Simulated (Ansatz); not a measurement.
Gas-phase electronic energies from Ansatz, PBE0-D4/def2-TZVP geometries. CCSD(T)/CBS adds triple-zeta CCSD(T) − MP2 to the extrapolated MP2 energy (def2 sets, frozen cores). Functionals use def2-TZVPP. HSE06 is defined as in plane-wave codes. For Br outer-core shells are correlated without core-valence functions, which leaves a few kJ/mol of doubt a bond. Scalar relativity is left out up to krypton. One conformer a species, not always the lowest.

Consider the redistribution: `[SiH3]N([SiH3])[Si]Br` + `CBO` → `O[Si]Br` + `CBN([SiH3])[SiH3]`.

Q: Is it downhill or uphill in electronic energy at CCSD(T)/CBS, and by how much? (Estimate.)

A: Ansatz gave: Nearly level: ΔE = -0.9 kJ/mol.

Q: What do these levels give: LDA (SPW92), HSE06-D4, ωB97X-V, ωB97M-V, SCS-MP2/def2-TZVPP, HF/CBS(def2)? (Best estimate.)

A: Ansatz gave: LDA (SPW92) -2.3, HSE06-D4 -0.5, ωB97X-V -5.0, ωB97M-V -4.5, SCS-MP2/def2-TZVPP -1.4, HF/CBS(def2) -11.4 kJ/mol.

Largest T1 diagnostic among the species: 0.012.

At CCSD(T), def2-SVP lies +16.8 kJ/mol from the extrapolated value and def2-TZVPP −0.2 kJ/mol. The D4 term adds +6.2 kJ/mol with B3LYP and +3.0 kJ/mol with PBE0; it sums over pairs of atoms, weighted by their polarisabilities, and B3LYP, whose exchange is more repulsive, gets the larger term.

B3LYP here is the variant with VWN-RPA as its local correlation; programs differ in this.
